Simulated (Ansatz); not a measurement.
Consider the formal hydrolysis of a Ge–S bond: `BC[S][GeH2][F]` + H₂O → `[OH][GeH2][F]` + `BCS`.

Isolated molecules relaxed with PBE0-D4/def2-TZVP in Ansatz; ΔE leaves out vibrations. CCSD(T)/CBS is the MP2 limit (def2-TZVPP, def2-QZVPP) plus CCSD(T) − MP2 in def2-TZVPP, frozen cores. This one scheme is used for every species. DFT in def2-TZVPP. For Ge outer-core shells are correlated without core-valence functions, which leaves a few kJ/mol of doubt a bond. Scalar relativity is left out up to krypton. One conformer a species, not always the lowest.

(1) Is it downhill or uphill in electronic energy at CCSD(T)/CBS, and by how much? (Best estimate.)

(2) What do these levels give: PBE0-D4, ωB97M-V, B2PLYP, PBE, MP2/def2-TZVPP, MP2/def2-QZVPP? (Estimate.)

Largest T1 diagnostic among the species: 0.012.

## Answers

(1) Computed: Uphill: ΔE = +19.8 kJ/mol.

(2) Computed: PBE0-D4 22.7, ωB97M-V 14.3, B2PLYP 10.0, PBE 18.1, MP2/def2-TZVPP 16.2, MP2/def2-QZVPP 19.8 kJ/mol.

The D4 term adds +8.1 kJ/mol with B3LYP and +4.6 kJ/mol with PBE0; it sums over pairs of atoms, weighted by their polarisabilities, and B3LYP, whose exchange is more repulsive, gets the larger term. In def2-TZVPP, CCSD(T) changes the Hartree–Fock value by +12.7 kJ/mol (the triples alone add +2.4 kJ/mol) and MP2 by +16.0 kJ/mol.

B3LYP here is the variant with VWN-RPA as its local correlation; programs differ in this.
